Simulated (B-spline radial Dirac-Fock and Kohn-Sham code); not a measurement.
**Rh⁷⁺: photoemission with 7870 eV photons**

System: Rh⁷⁺, configuration [Kr] 4d2.

Method: Dirac-Hartree-Slater photoionisation with all multipoles and Dirac-Fock thresholds. Computed with a radial B-spline solver. The asymmetry parameter β is from the dipole term alone. Kinetic energies are from the vacuum level. Open shells are spread statistically over j, without multiplet splitting.

The last column is dσ/dΩ = σ/(4π) · [1 − (β/2) P₂(cos θ)] at θ = 0° from the beam of unpolarised light.

| subshell | electrons | binding (eV) | kinetic (eV) | σ (kb) | β | dσ/dΩ (kb/sr) |
| --- | --- | --- | --- | --- | --- | --- |
| 2s | 2 | 3553.6 | 4316.4 | 8.54 | 2.00 | ≈ 0 |
| 2p1/2 | 2 | 3282.9 | 4587.1 | 7.04 | 1.37 | 0.178 |
| 2p3/2 | 4 | 3140.4 | 4729.6 | ? | ? | ? |
| 3s | 2 | 763.0 | 7107.0 | 1.64 | 2.00 | ≈ 0 |
| 3p1/2 | 2 | 656.7 | 7213.3 | 1.06 | 1.30 | 0.0295 |
| 3p3/2 | 4 | 631.5 | 7238.5 | 1.88 | 1.34 | 0.0491 |
| 3d3/2 | 4 | 444.1 | 7425.9 | 0.264 | 0.73 | 0.0133 |
| 3d5/2 | 6 | 439.4 | 7430.6 | 0.368 | 0.70 | 0.0190 |
| 4s | 2 | 208.3 | 7661.7 | 0.332 | 2.00 | ≈ 0 |
| 4p1/2 | 2 | 170.9 | 7699.1 | 0.194 | 1.29 | 0.00549 |
| 4p3/2 | 4 | 166.3 | 7703.7 | 0.343 | 1.33 | 0.00920 |
| 4d3/2 | 0.8 | 114.7 | 7755.3 | 0.00846 | 0.72 | 0.000432 |
| 4d5/2 | 1.2 | 114.1 | 7755.9 | 0.0118 | 0.69 | 0.000619 |

Problem. What are σ and β for 2p3/2?

Solution. σ = 12.3 kb, the largest of all subshells and 36 % of the total, and β = 1.41, which gives dσ/dΩ = 0.289 kb/sr.
